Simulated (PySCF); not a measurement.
Molecule: `C#CC(F)(F)C(F)(F)F`, C4HF5.

Geometry (Å), atoms numbered from 1 in this order:
```xyz
10

C     2.2997   -0.2153    0.0669
C     1.1805    0.1870   -0.0602
C    -0.1813    0.6704   -0.2191
F    -0.4308    1.0658   -1.4909
F    -0.4331    1.7421    0.5703
C    -1.1990   -0.4532    0.1464
F    -1.0264   -1.5165   -0.6412
F    -2.4570   -0.0487    0.0166
F    -1.0247   -0.8545    1.4071
H     3.2810   -0.5726    0.1816
```

Frames of a GFN2-xTB Langevin trajectory at 600 K; GIAO PBE0/pcSseg-1 shieldings in PySCF 2.14.0 with density-fitted response routines, gas phase, non-relativistic; equivalent atoms averaged within each frame.

Shifts are taken against calculated references (same method and geometry level): TMS for ¹³C (σref 186.93), ¹H (σref 31.72); CFCl3 for ¹⁹F (σref 170.95). The references are static minima.

Q: How do the shifts (ppm) fluctuate along the trajectory?

A: 
```
         time (fs)     C6     C3     C1    C2  F7/F8/F9   F4/F5   H10
optimised geometry  128.4  111.7   89.6  76.3     -96.0  -119.6  2.47
               250  132.7  111.2   95.7  77.0     -78.2   -90.5  3.15
               425  130.3  117.0  102.0  81.6     -89.9  -122.4  1.77
               625  141.6  114.6   99.5  91.4     -43.4   -96.4  3.61
               800  129.1  122.9  104.6  95.3     -71.9   -60.6  5.14
              1000  132.6  120.4   97.3  73.1     -70.8   -58.5  2.94
    mean of frames  133.3  117.2   99.8  83.7     -70.8   -85.7  3.32
standard deviation    4.9    4.6    3.6   9.5      17.1    26.7  1.22
```

5 frames give an uncertainty of the mean of about the standard deviation over 2.2 at best, since frames this close in time may not be independent; classical motion lacks zero-point vibration, and the reference would need the same averaging.
